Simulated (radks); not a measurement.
Q: The mean radii <r> (bohr) of the occupied orbitals of an atom or ion are listed with their occupations. All-electron calculation, Dirac Kohn-Sham, LB94 model potential, spin-unpolarised, spherical densities, finite nucleus; Fermi nuclear charge, rms radius of each element as measured or else 0.836 A^(1/3) + 0.57 fm. Program: a radial shooting solver on a logarithmic mesh with Libxc functionals.

| orbital | occ. | <r> |
|---|---|---|
| 1s1/2 | 2 | 0.01657 |
| 2s1/2 | 2 | 0.06913 |
| 2p1/2 | 2 | 0.05678 |
| 2p3/2 | 4 | 0.06545 |
| 3s1/2 | 2 | 0.1784 |
| 3p1/2 | 2 | 0.1686 |
| 3p3/2 | 4 | 0.1837 |
| 3d3/2 | 4 | 0.1596 |
| 3d5/2 | 6 | 0.1642 |
| 4s1/2 | 2 | 0.3662 |
| 4p1/2 | 2 | 0.3626 |
| 4p3/2 | 4 | 0.3866 |
| 4d3/2 | 4 | 0.3751 |

Name the element and its charge. Open shells, if any, fill j = l - 1/2 first.

A: Z = 80, mercury, charge +40: Hg40+ in [Kr] 4d4. The 1s radius gives Z: for a bare nucleus <r> = (2 gamma + 1)/(2Z) with gamma = sqrt(1 - (Z/c)^2), 0.0164 bohr for Z = 80, and screening makes it slightly larger (0.01657 here). The occupations add up to 40, and the charge is Z minus that.
